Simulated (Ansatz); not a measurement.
A short molecular-dynamics run on the cluster Nb2O2⁻ (the lowest doublet isomer of a short search).

```yaml
crystal:
  periodic: [false, false, false]
  atoms:
    - {symbol: Nb, position_ang: [-0.689744, -0.494376, 1.294982]}
    - {symbol: Nb, position_ang: [0.183285, -1.073842, -1.047692]}
    - {symbol: O, position_ang: [0.802223, 0.412054, -1.601053]}
    - {symbol: O, position_ang: [-0.295764, 1.156164, 1.353763]}
basis:
  gaussian: {orbitals: def2-SVP}
total_charge: -1
magnetization: {spin_polarized: true, initial_magnetization: 1}
hamiltonian: {xc: {name: revPBE}, dispersion: d3bjatm}
md: {timestep: 0.5 fs, n_steps: 15, ensemble: nvt_nose_hoover, temperature: 1500, initial_velocities: maxwell_boltzmann, seed: 249}
scf: {omitted_lower_state_checks: [starts]}
```

```sh
$ ansatz run in.yaml --threads 4 --pin off --events-out ev --progress --plain --max-ram 3916MiB
```

```csv
step,time (fs),potential energy (eV),kinetic (eV),T (K),conserved (eV)
0,0.0,-7194.5039,0.3878,1500,-7194.1161
1,0.5,-7194.5049,0.3888,1504,-7194.1161
2,1.0,-7194.5024,0.3863,1494,-7194.1161
3,1.5,-7194.4964,0.3803,1471,-7194.1161
4,2.0,-7194.4873,0.3713,1436,-7194.1161
5,2.5,-7194.4755,0.3594,1390,-7194.1160
6,3.0,-7194.4612,0.3452,1335,-7194.1160
7,3.5,-7194.4450,0.3291,1273,-7194.1160
8,4.0,-7194.4274,0.3115,1205,-7194.1159
9,4.5,-7194.4088,0.2929,1133,-7194.1159
10,5.0,-7194.3896,0.2738,1059,-7194.1159
11,5.5,-7194.3704,0.2546,985,-7194.1159
12,6.0,-7194.3515,0.2357,912,-7194.1158
13,6.5,-7194.3333,0.2176,842,-7194.1158
14,7.0,-7194.3162,0.2006,776,-7194.1158
15,7.5,-7194.3006,0.1849,715,-7194.1158
```

Velocities are drawn at the set temperature; a run this short doesn't reach equilibrium.

In the def2 sets Nb takes a core potential; there is no spin–orbit coupling. The highest occupied level of an anion often lies above zero with these methods, and sets without diffuse functions describe the outer electron poorly. The charge -1 doublet is spin-contaminated (final ⟨S²⟩ up to 0.96, 0.75 for a pure state).

Frames (Å, forces in eV/Å):

```xyz
4
time=0.0 fs
Nb   -0.690   -0.494    1.295    0.054   -0.493   -0.413
Nb    0.183   -1.074   -1.048   -0.248   -0.291    0.399
O     0.802    0.412   -1.601    0.091    0.310   -0.028
O    -0.296    1.156    1.354    0.102    0.475    0.042
4
time=0.5 fs
Nb   -0.691   -0.495    1.297    0.169   -0.103   -0.441
Nb    0.184   -1.075   -1.049   -0.244   -0.234    0.419
O     0.801    0.413   -1.602    0.073    0.259   -0.012
O    -0.292    1.163    1.355    0.003    0.078    0.034
4
time=1.0 fs
Nb   -0.692   -0.496    1.298    0.279    0.271   -0.469
Nb    0.185   -1.075   -1.051   -0.240   -0.174    0.438
O     0.800    0.415   -1.604    0.054    0.205    0.005
O    -0.289    1.170    1.356   -0.093   -0.302    0.027
4
time=1.5 fs
Nb   -0.694   -0.497    1.300    0.386    0.626   -0.497
Nb    0.186   -1.076   -1.052   -0.234   -0.112    0.454
O     0.799    0.416   -1.605    0.034    0.150    0.022
O    -0.286    1.176    1.357   -0.186   -0.664    0.020
4
time=2.0 fs
Nb   -0.695   -0.497    1.302    0.488    0.960   -0.522
Nb    0.187   -1.077   -1.054   -0.226   -0.049    0.468
O     0.798    0.418   -1.607    0.014    0.093    0.039
O    -0.282    1.183    1.357   -0.275   -1.003    0.015
4
time=2.5 fs
Nb   -0.697   -0.498    1.303    0.583    1.272   -0.546
Nb    0.188   -1.077   -1.056   -0.217    0.014    0.478
O     0.797    0.419   -1.608   -0.007    0.035    0.057
O    -0.279    1.190    1.358   -0.359   -1.321    0.011
4
time=3.0 fs
Nb   -0.698   -0.499    1.305    0.673    1.562   -0.566
Nb    0.189   -1.078   -1.057   -0.207    0.077    0.484
O     0.796    0.421   -1.610   -0.027   -0.024    0.074
O    -0.276    1.196    1.359   -0.439   -1.615    0.007
4
time=3.5 fs
Nb   -0.699   -0.499    1.307    0.756    1.829   -0.584
Nb    0.190   -1.079   -1.059   -0.195    0.139    0.487
O     0.795    0.422   -1.611   -0.047   -0.082    0.092
O    -0.273    1.202    1.360   -0.513   -1.885    0.005
4
time=4.0 fs
Nb   -0.700   -0.500    1.308    0.832    2.074   -0.598
Nb    0.191   -1.079   -1.060   -0.183    0.198    0.486
O     0.794    0.424   -1.613   -0.067   -0.139    0.109
O    -0.270    1.208    1.361   -0.582   -2.133    0.004
4
time=4.5 fs
Nb   -0.702   -0.500    1.310    0.902    2.298   -0.611
Nb    0.192   -1.080   -1.062   -0.170    0.255    0.483
O     0.793    0.425   -1.614   -0.086   -0.195    0.126
O    -0.267    1.213    1.362   -0.647   -2.358    0.003
4
time=5.0 fs
Nb   -0.703   -0.501    1.311    0.967    2.499   -0.623
Nb    0.193   -1.081   -1.063   -0.157    0.308    0.478
O     0.792    0.426   -1.615   -0.104   -0.247    0.142
O    -0.264    1.218    1.363   -0.706   -2.560    0.003
4
time=5.5 fs
Nb   -0.704   -0.501    1.313    1.026    2.680   -0.634
Nb    0.194   -1.081   -1.065   -0.145    0.359    0.472
O     0.790    0.428   -1.617   -0.121   -0.298    0.157
O    -0.261    1.223    1.364   -0.760   -2.741    0.004
4
time=6.0 fs
Nb   -0.705   -0.501    1.315    1.079    2.839   -0.644
Nb    0.195   -1.082   -1.066   -0.134    0.405    0.467
O     0.789    0.429   -1.618   -0.136   -0.345    0.172
O    -0.258    1.227    1.365   -0.809   -2.900    0.006
4
time=6.5 fs
Nb   -0.706   -0.502    1.316    1.128    2.979   -0.654
Nb    0.196   -1.083   -1.068   -0.124    0.449    0.461
O     0.788    0.430   -1.619   -0.151   -0.388    0.185
O    -0.256    1.231    1.366   -0.853   -3.039    0.008
4
time=7.0 fs
Nb   -0.708   -0.502    1.318    1.171    3.099   -0.664
Nb    0.196   -1.083   -1.069   -0.115    0.488    0.456
O     0.787    0.432   -1.620   -0.164   -0.428    0.197
O    -0.253    1.235    1.367   -0.892   -3.159    0.011
4
time=7.5 fs
Nb   -0.709   -0.502    1.319    1.209    3.200   -0.674
Nb    0.197   -1.084   -1.071   -0.108    0.524    0.452
O     0.786    0.433   -1.622   -0.175   -0.464    0.208
O    -0.251    1.238    1.368   -0.926   -3.259    0.014
```

Hardware: 4 threads of Arm Neoverse V2 on a shared host. Wall time 92 s.
